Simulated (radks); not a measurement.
All-electron atom: Se VI in [Ar] 3d10 4s1 (the NIST ground configuration). All-electron calculation, scalar-relativistic Kohn-Sham, LB94 model potential, spin-polarised, spherical densities, finite nucleus; open shells are filled with parallel spins first; Fermi nuclear charge, rms radius 4.14 fm. Program: a radial shooting solver on a logarithmic mesh with Libxc functionals.

Radial electron density D(r) = 4 pi r^2 rho(r):

| r (bohr) | D(r) (e/bohr) | spin D(r) |
|---|---|---|
| 0.002461 | 2.071 | 0.00242 |
| 0.002797 | 2.594 | 0.00302 |
| 0.003179 | 3.239 | 0.00377 |
| 0.003613 | 4.030 | 0.00468 |
| 0.004107 | 4.994 | 0.00579 |
| 0.004668 | 6.161 | 0.00713 |
| 0.005305 | 7.560 | 0.00872 |
| 0.006078 | 9.336 | 0.0107 |
| 0.006908 | 11.31 | 0.0129 |
| 0.007851 | 13.59 | 0.0154 |
| 0.008923 | 16.20 | 0.0182 |
| 0.01014 | 19.11 | 0.0213 |
| 0.01153 | 22.30 | 0.0245 |
| 0.0131 | 25.70 | 0.0277 |
| 0.01489 | 29.19 | 0.0308 |
| 0.01692 | 32.64 | 0.0333 |
| 0.01923 | 35.86 | 0.0350 |
| 0.02186 | 38.62 | 0.0356 |
| 0.02484 | 40.69 | 0.0345 |
| 0.02824 | 41.90 | 0.0316 |
| 0.03209 | 42.11 | 0.0268 |
| 0.03648 | 41.32 | 0.0204 |
| 0.04146 | 39.73 | 0.0134 |
| 0.04712 | 37.70 | 0.00700 |
| 0.05355 | 35.77 | 0.00343 |
| 0.06086 | 34.56 | 0.00498 |
| 0.06917 | 34.63 | 0.0137 |
| 0.07862 | 36.29 | 0.0305 |
| 0.09007 | 39.65 | 0.0558 |
| 0.1024 | 43.64 | 0.0822 |
| 0.1164 | 47.34 | 0.104 |
| 0.1322 | 49.50 | 0.114 |
| 0.1503 | 49.14 | 0.105 |
| 0.1708 | 45.94 | 0.0798 |
| 0.1942 | 40.52 | 0.0485 |
| 0.2207 | 34.36 | 0.0304 |
| 0.2508 | 29.26 | 0.0464 |
| 0.285 | 26.65 | 0.107 |
| 0.324 | 26.88 | 0.201 |
| 0.3682 | 29.10 | 0.295 |
| 0.4185 | 31.56 | 0.344 |
| 0.4756 | 32.54 | 0.316 |
| 0.5406 | 31.00 | 0.213 |
| 0.6144 | 27.01 | 0.0860 |
| 0.6983 | 21.46 | 0.00979 |
| 0.7936 | 15.61 | 0.0506 |
| 0.902 | 10.48 | 0.226 |
| 1.025 | 6.614 | 0.485 |
| 1.165 | 4.041 | 0.729 |
| 1.335 | 2.397 | 0.865 |
| 1.517 | 1.486 | 0.828 |
| 1.724 | 0.9084 | 0.661 |
| 1.96 | 0.5196 | 0.439 |
| 2.228 | 0.2630 | 0.241 |
| 2.532 | 0.1124 | 0.108 |
| 2.877 | 0.03905 | 0.0382 |
| 3.27 | 0.01064 | 0.0105 |
| 3.717 | 0.002197 | 0.00219 |
| 4.224 | 0.0003315 | 0.000331 |

D(r) has 3 maxima, at r = 0.0308, 0.139, 0.472 bohr, and minima at 0.0644, 0.299 bohr, inside which lie 2.07, 11.08 electrons.
